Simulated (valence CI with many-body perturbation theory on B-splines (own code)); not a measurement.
# E1 transitions of Tb15+

Computed by configuration interaction combined with many-body perturbation theory (CI+MBPT): four valence electrons over a frozen Dirac-Fock core [Kr] 4d10, radial functions for each j: 8 s, 8 p, 9 d, 9 f, 6 g, 3 h, 2 i, with the one-electron correlation potential Σ1, the two-electron term Σ2, the three-electron term Σ3, Breit, model QED; selected CI, second order for the rest, scaled by the run's own slope (own B-spline code, finite nucleus).

No measured levels were compared; by estimate terms of the open shell hold to a few per cent of their energy, and close levels can change places; configurations with another count of f electrons can be misplaced by thousands of cm⁻¹. Core correlation moves these levels by up to 49000 cm⁻¹, and in measured spectra 5 to 20 % of such shifts remained as error; rates that hang on mixing are uncertain with them.

Lines 101 to 116 of 116 in falling wavelength, among levels below 65257 cm⁻¹, chosen from the strongest by gf and those to the six lowest levels. Wavelengths and rates use the calculated energies, so an error of 2000 cm⁻¹ moves a line at 2584 Å by 5.2 % and its rate by three times that or more. Electric multipoles are in the length gauge, E1 and E2 with the static RPA response of the core. Weak lines are less certain than strong ones. Lines between different terms over intervals too small for the method are left out, as are lines whose strength nearly cancels. The highest levels of a list are the least certain.

```tsv
λ vac (Å)	Upper	Lower	A (s⁻¹)	log gf	Branch %
2584	4f³5s ⁵I°_7	4f⁴ ⁵I_7	7.63e-01	-7.94	8.8
2580	4f³5s ⁵F°_2	4f⁴ ⁵F_2	5.87e+01	-6.53	5.0
2567	4f³5s ⁵F°_3	4f⁴ ⁵F_3	4.54e+00	-7.50	0.4
2538	4f³5s ⁵F°_2	4f⁴ ⁵F_1	1.22e-01	-9.23	0.0
2517	4f³5s ⁵I°_8	4f⁴ ⁵I_8	2.45e+00	-7.40	28.9
2425	4f³5s ⁵I°_5	4f⁴ ⁵I_4	1.64e-01	-8.80	6.9
2394	4f³5s ⁵I°_6	4f⁴ ⁵I_5	5.32e-01	-8.23	8.0
2350	4f³5s ⁵I°_7	4f⁴ ⁵I_6	6.83e-01	-8.07	7.9
2297	4f³5s ⁵I°_8	4f⁴ ⁵I_7	6.88e-01	-8.03	8.1
2091	4f³5s ³I°_5	4f⁴ ⁵I_6	5.57e-01	-8.40	2.0
1949	4f³5s ³I°_6	4f⁴ ⁵I_7	7.39e-01	-8.26	1.6
1935	4f³5s ³I°_5	4f⁴ ⁵I_5	1.63e-01	-9.00	0.6
1813	4f³5s ³I°_6	4f⁴ ⁵I_6	3.00e-01	-8.72	0.7
1804	4f³5s ³I°_5	4f⁴ ⁵I_4	1.79e+00	-8.02	6.5
1694	4f³5s ³I°_6	4f⁴ ⁵I_5	3.14e+00	-7.76	7.0
1541	4f³5s ⁵F°_3	4f⁴ ⁵I_4	1.03e+01	-7.59	0.9
```

Problem. How does gf follow from A for the line at 2584 Å?

Solution. gf = 1.4992 × (2J+1)_upper × A / σ², with σ = 38695 cm⁻¹ and 2J+1 = 15: gf = 1.15e-08.
